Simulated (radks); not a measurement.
These are the eigenvalues of the occupied orbitals of an atom or ion with whole-number occupations (eV). All-electron calculation, Dirac Kohn-Sham, PBE, spin-unpolarised, spherical densities, point nucleus. Program: a radial shooting solver on a logarithmic mesh with Libxc functionals.

orbital  eigenvalue
1s1/2     -6946.201
2s1/2     -1505.093
2p1/2     -1444.629
2p3/2     -1433.385

Which element is it, and in what charge state? The configuration may be excited. Open shells, if any, are shared by 2j + 1.

Answer. Z = 24, chromium, charge +19: Cr19+ in [He] 2s2 2p1. The list shows which subshells hold electrons but not how many an open one holds; the 1s level, -255.27 hartree, gives Z - s = 22.6 by -(Z - s)^2/2, which with screening and relativity narrows Z to a few neighbours, and the depths of the outer levels then fix element, charge and occupations together.
